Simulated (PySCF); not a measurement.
# Correlation energy of C+ (carbon, charge +1)

[He] 2s2 2p1, 2P determinant. Computed with PySCF 2.14 in dyall-acv3z, with scalar relativity by spin-free X2C-1e. Frozen: nothing; 5 electrons correlated; the 5 highest virtual orbitals of each spin left out.

```json
{"level": "CCSD", "correlation energy (mhartree)": "-124.98"}
{"level": "(T)", "correlation energy (mhartree)": "-1.57"}
{"level": "CCSD(T)", "correlation energy (mhartree)": "-126.55"}
```

Diagnostics: T1 = 0.0080, D1 = 0.0189, largest double amplitude 0.128.

Cost of the coupled-cluster step: about 15 core-seconds, for 5 correlated electrons.

Iterations:

```
CC2 = 0
CCSD nocc = (np.int64(3), np.int64(2)), nmo = (71, 71)
frozen orbitals [[71, 72, 73, 74, 75], [71, 72, 73, 74, 75]]
max_cycle = 100
direct = 0
conv_tol = 1e-08
conv_tol_normt = 1e-06
diis_space = 8
diis_start_cycle = 0
Init t2, MP2 energy = -0.100266711049721
Init E_corr(UCCSD) = -0.10026671108528
cycle = 1  E_corr(UCCSD) = -0.115203624729041  dE = -0.0149369136  norm(t1,t2) = 0.05267
cycle = 2  E_corr(UCCSD) = -0.120336383936792  dE = -0.00513275921  norm(t1,t2) = 0.0258461
cycle = 3  E_corr(UCCSD) = -0.125037909087615  dE = -0.00470152515  norm(t1,t2) = 0.0134547
cycle = 4  E_corr(UCCSD) = -0.124953307715243  dE = 8.46013724e-05  norm(t1,t2) = 0.00115175
cycle = 5  E_corr(UCCSD) = -0.124994959311484  dE = -4.16515962e-05  norm(t1,t2) = 0.000181687
cycle = 6  E_corr(UCCSD) = -0.124978790336507  dE = 1.6168975e-05  norm(t1,t2) = 4.19041e-05
cycle = 7  E_corr(UCCSD) = -0.124983097743113  dE = -4.30740661e-06  norm(t1,t2) = 1.30383e-05
cycle = 8  E_corr(UCCSD) = -0.124983072077801  dE = 2.56653116e-08  norm(t1,t2) = 1.85248e-06
cycle = 9  E_corr(UCCSD) = -0.124982938237851  dE = 1.3383995e-07  norm(t1,t2) = 4.49705e-07
cycle = 10  E_corr(UCCSD) = -0.124982971205219  dE = -3.29673681e-08  norm(t1,t2) = 1.17983e-07
cycle = 11  E_corr(UCCSD) = -0.124982970187601  dE = 1.01761766e-09  norm(t1,t2) = 2.13451e-08
UCCSD converged
E(UCCSD) = -37.43684288413776  E_corr = -0.1249829701876013
UCCSD(T) correction = -0.00156865473256619
```
